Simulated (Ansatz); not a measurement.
The cluster Zr₂S₅⁻. Charge -1, multiplicity 2. Geometry PBE-D4/def2-SVPD; atoms count from 1.

Cartesian coordinates in Å:
```
Zr -0.115 -0.116 1.011
Zr 1.481 0.431 -1.584
S -2.504 -0.580 1.075
S 0.776 2.013 0.208
S 1.468 -1.590 -0.126
S 0.415 0.412 -3.590
S -1.520 -0.570 3.005
```

In the def2 sets Zr takes a core potential; there is no spin–orbit coupling. Another isomer (doublet) lies 0.94 eV lower at PBE0-D4/def2-TZVPD; other spin states weren't run for this one.

(1) Estimate the Mulliken populations from the PBE0/def2-TZVPD orbitals of Ansatz.

(2) Where does the spin sit?

(3) And the Mayer bond orders between heavy atoms (over 0.3)?

Answers

(1) 
```tsv
atom	charge (e)	spin (α − β)	d electrons
Zr1	1.28	0.36	2.00
Zr2	1.08	0.84	2.34
S3	-0.47	-0.01	–
S4	-0.82	-0.06	–
S5	-0.82	-0.06	–
S6	-0.80	-0.08	–
S7	-0.45	0.02	–
```
Mulliken values depend strongly on the basis. With diffuse functions, as here, like atoms can get unlike values, and bond orders can come out too low or too high.

(2) Summed by element: Zr 1.20, S -0.20, of 1 unpaired in all. Largest on single atoms: Zr2 0.84, Zr1 0.36, S6 -0.08.

(3) Zr1–Zr2 0.49 (3.10 Å); Zr1–S3 0.91 (2.43 Å); Zr1–S4 0.98 (2.44 Å); Zr1–S5 0.98 (2.44 Å); Zr1–S7 0.80 (2.48 Å); Zr2–S4 0.76 (2.49 Å); Zr2–S5 0.76 (2.49 Å); Zr2–S6 1.84 (2.27 Å); S3–S7 0.93 (2.17 Å).
